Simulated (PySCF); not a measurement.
# How methods differ on the ionisation energy of C⁺

C⁺ [He] 2s2 2p1 (2P) → C²⁺ [He] 2s2 (1S), as a difference of total energies. All numbers are calculated (PySCF 2.14, the spin-free X2C one-electron Hamiltonian (Gaussian nucleus), in aug-cc-pCVTZ-DK). Correlated levels: valence: 1s2 frozen; valence and next inner shell: nothing frozen. The calculations carry no spin-orbit coupling.

| method | ionisation energy (eV) |
| --- | --- |
| UHF | 24.149 |
| LDA | 24.754 |
| PBE | 24.838 |
| PBE0 | 24.819 |
| r2SCAN | 24.987 |
| B2PLYP | 24.719 |
| wB97M-V | 24.381 |
| TPSSh | 24.979 |
| r2SCANh | 24.974 |
| MP2 (valence) | 24.367 |
| SCS-MP2 (valence) | 24.325 |
| MP2 (valence and next inner shell) | 24.398 |
| SCS-MP2 (valence and next inner shell) | 24.345 |

Problem. How much does correlation contribute at MP2 (valence and next inner shell)?

Solution. 24.398 − (24.149) = 0.249 eV, measured against UHF.

A first-order spin-orbit estimate (lowest level to lowest level, LS coupling) adds 0.005 eV.

Errors of the correlated levels include the incompleteness of this basis and the frozen core.

For comparison: 24.383 eV (measured; NIST Atomic Spectra Database, ionization energies).
